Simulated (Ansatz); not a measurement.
**Energy profile**

The step: Si₂NH₇ ([NH2][SiH2][SiH3]) + HF → SiNH₄F ([NH2][SiH2][F]) + SiH₄; bonds formed: Si1–F7, Si2–H6; bonds broken: Si1–Si2, H6–F7 (atoms numbered as in the saddle structure below).

```xyz
12
angstrom
Si -0.6920 0.2462 -0.4918
Si 0.7184 -1.3594 0.9434
H -0.2976 -0.8408 -1.4544
H -2.1300 0.0218 -0.2391
N -0.0834 1.6104 -1.2835
H -0.0882 0.2643 1.2136
F -0.6557 1.2969 1.2028
H 1.1133 -1.3759 2.3827
H -0.1312 -2.5463 0.6696
H 1.9469 -1.3906 0.1117
H 0.3478 1.5497 -2.1884
H -0.0481 2.5236 -0.8666
```

Electronic energies by CCSD(T) at an estimated basis limit (MP2 extrapolated from triple and quadruple zeta, plus CCSD(T) − MP2 in triple zeta), on PBE0-D4/def2-TZVP structures; Si$_{2}$NH$_{8}$F, closed shell; no counterpoise correction. Computed with Ansatz 0.2.0 (basis: def2-TZVPP and def2-QZVPP); correlated methods freeze the cores. Extrapolation: Hartree–Fock as exp(−7.88 √X), correlation as X^−2.97.

Q: Give the profile in kcal/mol, counted from the separated reactants. (Judge from chemistry; the value comes from the calculation.)

A: The calculation gives:
```json
{"point": "separated: Si$_{2}$NH$_{7}$ (linked as [NH2][SiH2][SiH3]; Si1, Si2, H3, H4, N5, H8, H9, H10, H11, H12; singlet) + HF (H6, F7; singlet)", "kcal/mol": "0.00"}
{"point": "start structure", "kcal/mol": "-3.54"}
{"point": "saddle", "kcal/mol": "29.52"}
{"point": "end structure", "kcal/mol": "-40.60"}
{"point": "separated: SiNH$_{4}$F (linked as [NH2][SiH2][F]; Si1, H3, H4, N5, F7, H11, H12; singlet) + SiH$_{4}$ (Si2, H6, H8, H9, H10; singlet)", "kcal/mol": "-38.96"}
```

The T1 diagnostic stays at or below 0.014.

For scale, one of the runs: CCSD(T)/def2-TZVPP, 258 basis functions, launched by `ansatz run in.yaml --threads 4 --pin off --events-out ev --progress --plain --max-ram 9574MiB`. Hardware: 4 CPU threads of an Arm Neoverse V2, shared host. Wall time 2.2 min; peak host memory 5.7 GiB.
